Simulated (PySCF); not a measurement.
B2F3, charge +1, multiplicity 1.

```xyz
5

F      0.0000     0.0000    -2.3041
B      0.0000     0.0000    -1.0792
B      0.0000     0.0000     0.6985
F      0.0000     1.1596     1.2578
F      0.0000    -1.1596     1.2578
```
Charge +1, spin multiplicity 1.

Geometry: ωB97X-D3(BJ)/def2-SVP. The spin state was assumed, not searched. The isomer is the one that the SMILES or the coordinates give; other isomers of the formula were not compared. One conformer was computed; it need not be the lowest.

Level of theory: PBE/pcSseg-2 (PySCF). Non-relativistic, no solvent.

Computed absolute GIAO shielding of each atom: isotropic value and principal components (ppm):
| atom | σ(iso) | σ11 | σ22 | σ33 | span |
|---|---|---|---|---|---|
| F1 | 149.0 | -17.5 | -3.2 | 467.7 | 485.1 |
| B2 | 79.2 | 12.9 | 18.7 | 206.0 | 193.1 |
| B3 | 80.8 | 50.9 | 74.5 | 116.8 | 65.9 |
| F4 | 157.8 | -68.5 | 241.4 | 300.5 | 368.9 |
| F5 | 157.8 | -68.5 | 241.4 | 300.5 | 368.9 |
